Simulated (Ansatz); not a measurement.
`O=C=[Se]`, charge 0, multiplicity 1.

**Question.** Give a relaxed structure at PBE0-D4/def2-TZVP (Ansatz 0.2.0). (Best estimate.)

**Answer.** Computed: 
Cartesian coordinates in Å:
```
O -1.1793 -0.3031 0.5474
C -0.1641 -0.0422 0.0762
Se 1.3434 0.3453 -0.6236
```
Point group C∞v.
